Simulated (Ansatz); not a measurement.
Two structures of AlH3Cl2O, closed shell, reached by relaxing down either side of one saddle point (PBE0-D4/def2-TZVP). Energies are electronic, without zero-point energy. Ansatz 0.2.0; basis: def2-TZVPP and def2-QZVPP; cores frozen in the correlated methods. Extrapolation: Hartree–Fock as exp(−7.88 √X), correlation as X^−2.97. First:

Al1  (-0.384, -0.141, -0.500)
O2  (0.754, 1.043, -0.866)
Cl3  (0.077, -2.171, -0.647)
Cl4  (-2.361, 0.436, -0.232)
H5  (0.336, 0.305, 1.612)
H6  (-0.068, -0.311, 1.778)
H7  (1.646, 0.839, -1.145)
(Å)

Second:

```xyz
7
angstrom
Al -0.6520 -0.4469 0.2453
O 0.7464 0.8597 -0.2373
Cl 0.1593 -1.9950 -0.9762
Cl -2.4292 0.4269 -0.4735
H 1.2462 1.2369 0.4958
H -0.4369 -0.5333 1.8038
H 1.3662 0.4517 -0.8577
```

**Question.** Which bonds change from the first to the second?

**Answer.** AlHCl₂O ([OH][Al]([Cl])[Cl]) + H₂ → AlHCl₂ ([Cl][AlH][Cl]) + H₂O (still joined by a long Al–O bond); bonds formed: Al1–H6, O2–H5; bonds broken: H5–H6; bonds weakened to dative contacts: Al1–O2.

**Question.** Give the saddle point's structure and its height above each. (An estimate is asked for; the value comes from the calculation.)

**Answer.** By the calculation: 25.18 kcal/mol above the first and 21.02 kcal/mol above the second (CCSD(T) at an estimated basis limit (MP2 extrapolated from triple and quadruple zeta, plus CCSD(T) − MP2 in triple zeta)).
Al1  (-0.553, -0.323, -0.109)
O2  (0.749, 0.937, -0.309)
Cl3  (0.024, -2.193, -0.845)
Cl4  (-2.510, 0.344, -0.338)
H5  (0.659, 0.544, 0.859)
H6  (0.054, -0.055, 1.503)
H7  (1.577, 0.745, -0.761)
(Å)

T1 diagnostic: at most 0.011.

Labels in which every atom is bracketed show which atoms are joined, not bond orders.

For scale, one of the runs: CCSD(T)/def2-TZVPP, 199 basis functions, launched by `ansatz run in.yaml --threads 3 --pin off --events-out ev --progress --plain --max-ram 6092MiB`. The run took 28 s on 3 CPU threads of an Intel Xeon (shared host), with 2.4 GiB of host memory at its peak.
